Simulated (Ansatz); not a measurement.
The inner images of a band of FH5Si2 + H2S (11 atoms, charge 0, multiplicity 1) are given out of order.

Method: RKS r2SCANh-D4/6-31G* in Ansatz 0.2.0.

Image 0:

```xyz
11
Properties=species:S:1:pos:R:3
Si -1.335 -0.175 -0.405
F -0.760 -1.673 -0.657
H -1.153 0.618 -1.646
H -2.792 -0.302 -0.134
Si -0.299 0.824 1.434
H 1.427 -1.475 -1.501
S 2.209 -0.443 -1.862
H -0.641 0.093 2.684
H 1.180 0.872 1.302
H -0.818 2.215 1.551
H 2.982 -0.555 -0.767
```

Image 6:

```xyz
11
Properties=species:S:1:pos:R:3
Si -0.700 0.355 -0.931
F 0.310 -2.166 0.609
H -1.020 1.630 -1.631
H -1.808 -0.601 -1.164
Si -0.204 0.695 1.335
H 0.786 -1.968 -0.184
S 0.975 -0.593 -1.962
H -0.960 -0.232 2.207
H 1.259 0.535 1.540
H -0.565 2.097 1.694
H 1.927 0.248 -1.514
```

Put them in order from the first end to the last, with their energies above the first end.
A.
```xyz
11
Properties=species:S:1:pos:R:3
Si -1.230 -0.146 -0.366
F -0.628 -1.645 -0.527
H -0.884 0.640 -1.578
H -2.709 -0.260 -0.272
Si -0.366 0.847 1.563
H 1.405 -1.619 -1.549
S 2.317 -0.857 -2.177
H -0.782 0.104 2.782
H 1.121 0.899 1.522
H -0.887 2.239 1.651
H 2.644 -0.203 -1.050
```
B.
```xyz
11
Properties=species:S:1:pos:R:3
Si -0.940 -0.081 -0.452
F -0.230 -1.528 -0.048
H -0.549 0.914 -1.496
H -2.258 -0.560 -0.906
Si -0.368 0.858 1.576
H 1.157 -1.683 -1.126
S 1.582 -0.954 -2.183
H -0.845 -0.032 2.659
H 1.128 0.822 1.594
H -0.804 2.261 1.768
H 2.127 -0.017 -1.386
```
C.
```xyz
11
Properties=species:S:1:pos:R:3
Si -0.699 -0.030 -0.666
F -0.073 -1.699 0.085
H -0.737 1.216 -1.513
H -1.967 -0.691 -1.053
Si -0.275 0.794 1.474
H 0.863 -1.678 -0.817
S 1.186 -0.800 -1.995
H -0.820 -0.092 2.534
H 1.210 0.812 1.629
H -0.766 2.185 1.681
H 2.078 -0.018 -1.359
```
D.
```xyz
11
Properties=species:S:1:pos:R:3
Si -1.073 -0.113 -0.360
F -0.416 -1.600 -0.302
H -0.540 0.657 -1.513
H -2.530 -0.300 -0.566
Si -0.409 0.878 1.642
H 1.338 -1.719 -1.403
S 2.075 -1.026 -2.288
H -0.890 0.072 2.793
H 1.081 0.877 1.657
H -0.886 2.280 1.770
H 2.248 -0.006 -1.429
```
E.
```xyz
11
Properties=species:S:1:pos:R:3
Si -0.653 0.204 -0.836
F 0.120 -2.027 0.262
H -0.899 1.463 -1.571
H -1.819 -0.681 -1.084
Si -0.222 0.759 1.407
H 0.703 -1.901 -0.502
S 1.056 -0.639 -1.989
H -0.823 -0.157 2.409
H 1.250 0.787 1.613
H -0.742 2.136 1.661
H 2.030 0.056 -1.370
```

A (+0.03 eV), D (+0.10 eV), B (+0.75 eV), C (+1.76 eV), E (+0.84 eV).

Time of the run: 6.9 min on 2 threads of Intel(R) Xeon(R) Platinum 8259CL CPU @ 2.50GHz (Skylake/Cascade Lake), with other jobs on the host, peak memory 0.23 GiB.
